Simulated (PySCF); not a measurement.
All values below come from M06-2X/def2-TZVP // PBE0-D3(BJ)/def2-TZVP in PySCF. All species are isolated molecules in the gas phase. One relaxed conformer stands for a flexible species; it need not be the lowest. Excitations are Tamm–Dancoff values on a coarser integration grid. The basis has no diffuse functions, so Rydberg states are missing or too high.

Reference species (SMILES): `CB(C)C` (neutral, multiplicity 1).

| Quantity | Value |
|---|---|
| S1–T1 gap (TDA) | 0.39 eV |
| HOMO | -9.77 eV |

Changed species: `OB(O)C` (O–B–O–H torsion 0°, O–B–O–H torsion 180°) (2 of 3 CH3 replaced by OH; the reference has 0 of 3 CH3 replaced by OH).

**Question.** Give the shifts of the S1–T1 gap (TDA) and HOMO.

**Answer.** the S1–T1 gap (TDA) falls by 0.12 eV, to 0.27 eV; the HOMO drops by 0.96 eV, to -10.73 eV.
